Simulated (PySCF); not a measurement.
## Electron correlation in Fe (iron, neutral)

[Ar] 3d6 4s2, high-spin 5D determinant. Calculation: PySCF 2.14, in aug-cc-pVQZ-DK (9s8p6d4f3g2h, 140 functions); the spin-free X2C one-electron Hamiltonian (Gaussian nucleus). Frozen: [Ar]; 8 electrons correlated.

MP2 pair energies summed by pair of shells (mhartree):

```tsv
pair	energy	share (%)
3d-3d	-140.21	69.7
3d-4s	-37.94	18.9
4s-4s	-23.05	11.5
```

Total MP2 correlation energy: -201.20 mhartree.

Same-spin part -95.28 and opposite-spin part -105.91 mhartree; SCS-MP2 scales them by 1/3 and 6/5 to -158.86 mhartree.
